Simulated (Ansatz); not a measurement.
A made-up structure of CH$_{3}$OSe (charge -1), closed shell:

O1  (0.688, 0.290, 1.290)
C2  (0.191, 0.344, -0.668)
Se3  (-0.797, -0.665, -0.928)
H4  (-1.941, -0.555, 0.052)
H5  (-0.337, 1.324, -0.614)
H6  (1.408, -0.359, 1.243)
(Å)

It is relaxed with PBE-D4/def2-SVPD and then PBE0-D4/def2-TZVPD (Ansatz 0.2.0). Atoms count as bonded within 1.22 times the sum of their covalent radii (H–H: 0.88 Å). The end point is not checked to be a true minimum.

Question: Does its bonding change? (Judge from chemistry; the calculation decides.)

Answer: By the calculation: Yes. Formed: O1–C2; broken: none.

Where it ends: The first stage lowers the energy by 5.17 eV in 11 steps. It ends as CH₃OSe ([OH][CH][SeH]), total charge -1:
O1  (0.739, 0.409, 1.048)
C2  (0.385, 0.454, -0.348)
Se3  (-0.925, -0.904, -0.848)
H4  (-2.256, -0.715, -0.113)
H5  (-0.131, 1.416, -0.465)
H6  (1.401, -0.281, 1.104)
(Å)

Labels in which every atom is bracketed show which atoms are joined, not bond orders.

For scale, one of the runs: PBE0-D4/def2-TZVPD relaxation, 161 basis functions, launched by `ansatz run in.yaml --threads 2 --pin off --events-out ev --progress --plain --max-ram 4352MiB`. Hardware: 2 CPU threads of an Arm Neoverse V1, shared host. Wall time about 33 s.
